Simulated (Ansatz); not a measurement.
H3BFSi, SMILES `F[B-][SiH3]` (singlet; the order of the spin states depends on the level) (charge -1, multiplicity 1). This singlet lies 0.36 eV below the relaxed triplet at the level frozen-core CCSD(T)/aug-cc-pVDZ // B3LYP-D3(BJ)/def2-TZVPD (Ansatz, a program for electronic structure); other levels give the other order.

Method: r2SCAN/aug-cc-pVTZ // B3LYP-D3(BJ)/def2-TZVPD (Ansatz).

Ansatz 0.2 input:
```yaml
crystal:
  periodic: [false, false, false]
  atoms:
    - { symbol: F, position_ang: [2.506391, 0.195543, -0.038273] }
    - { symbol: B, position_ang: [1.516639, -0.729254, 0.008742] }
    - { symbol: Si, position_ang: [-0.500505, 0.110191, 0.001854] }
    - { symbol: H, position_ang: [-1.159821, 1.504248, -0.042171] }
    - { symbol: H, position_ang: [-1.196248, -0.584545, -1.140933] }
    - { symbol: H, position_ang: [-1.166454, -0.496187, 1.210781] }
basis:
  gaussian: { orbitals: aug-cc-pVTZ }
hamiltonian:
  xc: r2scan
total_charge: -1
```

Output:

```
Functional definition: r2SCAN
967 factors; their error is unknown
mean field evaluation 1: about -11312.7938 eV, gradient 5.1e1 eV
mean field evaluation 2: about -11305.3733 eV, gradient 9.1e1 eV
mean field evaluation 4: about -11318.3398 eV, gradient 1.8e0 eV
mean field evaluation 8: about -11318.3507 eV, gradient 4.5e-2 eV
mean field evaluation 16: about -11318.3308 eV, gradient 4.4e-5 eV
mean field -11318.33080600 eV, -415.9409852803 hartree, gradient 4.4e-5 eV, S^2 0.000000; 0 other end points of the search recorded, 0 dependent functions left out
reference -11318.33082905 eV, -415.9409861276 hartree; 16, 16 occupied and 195, 195 virtual orbitals, 967 factors
Total energy: -11318.33082905 eV, -415.9409861276 hartree
```
